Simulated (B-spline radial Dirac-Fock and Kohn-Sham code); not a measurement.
Hf⁷⁺: eigenvalues, ΔSCF and the reference

System: hafnium as Hf⁷⁺ in the configuration [Kr] 4d10 4f13 5s2 5p4.

The density-functional columns are spherical, spin-unpolarised Dirac-Kohn-Sham results without Breit or QED terms: −ε is minus the orbital energy of the initial state and ΔSCF the difference of two total energies. The reference in the last column comes from Dirac-Fock energy differences between relaxed states, corrected for Breit and QED terms. All numbers are from an atomic code on a B-spline grid, in eV; a selection of levels is shown. The Kohn-Sham columns are given as differences from the reference. For the 1s level of heavy atoms much of the gap between ΔSCF and the reference is the Breit and QED part, -318.6 eV here; for other levels the error of the functional can be larger.

```
level  PBE −ε − DF  PBE ΔSCF − DF  LDA −ε − DF  LDA ΔSCF − DF  Dirac-Fock
   1s       -175.1         +364.2       -230.9         +306.7     65461.2
   2s       -151.5          -51.0       -159.4          -58.6     11398.9
2p1/2       -110.5          +17.9       -114.0          +14.6     10859.5
2p3/2       -123.9          -12.1       -126.1          -14.1      9681.1
   3s        -80.9          -49.7        -83.0          -51.7      2726.1
3p1/2        -65.2          -31.9        -66.0          -32.6      2488.9
3p3/2        -64.7          -34.1        -65.1          -34.4      2233.0
3d3/2        -44.2           -7.9        -43.9           -7.6      1837.0
3d5/2        -45.3          -10.0        -45.0           -9.6      1782.4
   4s        -43.6          -27.5        -44.5          -28.4       661.0
4p1/2        -36.5          -20.5        -36.9          -20.8       563.0
4d3/2        -25.0           -9.8        -25.0           -9.8       343.3
4d5/2        -25.0          -10.0        -25.0          -10.0       332.5
   4f        -10.5           +3.3        -10.1           +3.7       131.1
   5s         -9.6           +0.3         -9.1           +0.8       173.2
   5p         -7.1           +1.9         -6.7           +2.4       136.1
```

Values without a named source are computed, but for edge energies of neutral atoms, which are taken from tables.
